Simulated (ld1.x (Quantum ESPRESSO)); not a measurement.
# Cutoff test, Zn, TM

ld1.x (Quantum ESPRESSO) 7.5 input, shortened:

```
&input
   title='Zn', zed=30., rel=2, dft='BLYP', iswitch=3,
   config='[Ar] 3d10 4s2 4p0', rel_dist='average'
 /
 &inputp
   pseudotype=2, tm=.true., lloc=1,
   nlcc=.true., rcore=0.65
 /
3
4S  1  0   2.00   0.00  1.40  1.40  0.0
3D  3  2  10.00   0.00  1.25  1.25  0.0
4P  2  1   0.00   0.00  2.40  2.40  0.0
 &test
   configts(1)='3d10 4s2 4p0'
 /
```

Open shells are filled in proportion to 2j + 1 (rel_dist='average').

The pseudo-atom Hamiltonian at the reference potential is diagonalised in spherical Bessel functions j_l(qr) that vanish at 20 bohr, with q² up to the cutoff. All-electron valence levels (Ry): 4s -0.4382, 3d3/2 -0.7547, 3d5/2 -0.7284, 4p1/2 -0.0843, 4p3/2 -0.0800.

Question: How do the lowest levels (Ry) of each channel move with the cutoff, and are there ghosts?

Answer:

```json
{"cutoff (Ry)": "8", "s #1": "-0.5214", "s #2": "-0.0188", "d3/2 #1": "0.0602", "d5/2 #1": "0.0602", "d5/2 #2": "0.1542", "p1/2 #1": "-0.0804", "p1/2 #2": "0.0456", "p3/2 #1": "-0.0804", "p3/2 #2": "0.0456", "f #1": "0.1103", "Σ f·Δε (mRy)": "8157.6"}
{"cutoff (Ry)": "25", "s #1": "-2.0782", "s #2": "-0.3923", "d3/2 #1": "0.0602", "d5/2 #1": "0.0602", "d5/2 #2": "0.1541", "p1/2 #1": "-0.0814", "p1/2 #2": "0.0454", "p3/2 #1": "-0.0814", "p3/2 #2": "0.0454", "f #1": "0.1103", "Σ f·Δε (mRy)": "8082.7"}
{"cutoff (Ry)": "50", "s #1": "-7.8753", "s #2": "-0.4359", "d3/2 #1": "0.0600", "d5/2 #1": "0.0600", "d5/2 #2": "0.1526", "p1/2 #1": "-0.0814", "p1/2 #2": "0.0454", "p3/2 #1": "-0.0814", "p3/2 #2": "0.0454", "f #1": "0.1103", "Σ f·Δε (mRy)": "7993.5"}
{"cutoff (Ry)": "100", "s #1": "-9.0177", "s #2": "-0.4379", "d3/2 #1": "-0.5626", "d5/2 #1": "-0.5429", "d5/2 #2": "0.0610", "p1/2 #1": "-0.0814", "p1/2 #2": "0.0454", "p3/2 #1": "-0.0814", "p3/2 #2": "0.0454", "f #1": "0.1103", "Σ f·Δε (mRy)": "1882.0"}
{"cutoff (Ry)": "180", "s #1": "-9.2157", "s #2": "-0.4381", "d3/2 #1": "-0.7542", "d5/2 #1": "-0.7280", "d5/2 #2": "0.0609", "p1/2 #1": "-0.0814", "p1/2 #2": "0.0454", "p3/2 #1": "-0.0814", "p3/2 #2": "0.0454", "f #1": "0.1103", "Σ f·Δε (mRy)": "4.8"}
{"cutoff (Ry)": "400", "s #1": "-9.2383", "s #2": "-0.4382", "d3/2 #1": "-0.7547", "d5/2 #1": "-0.7284", "d5/2 #2": "0.0609", "p1/2 #1": "-0.0814", "p1/2 #2": "0.0454", "p3/2 #1": "-0.0814", "p3/2 #2": "0.0454", "f #1": "0.1103", "Σ f·Δε (mRy)": "0.0"}
```

Result: ghost state, extra bound levels that the all-electron valence spectrum of the same l lacks: s at -125.7 eV (a true bound ghost makes a file unfit for plane-wave use); 10 mRy is reached at 180 Ry and 1 mRy at 300 Ry.

Its largest configuration-test error is -2470 meV.
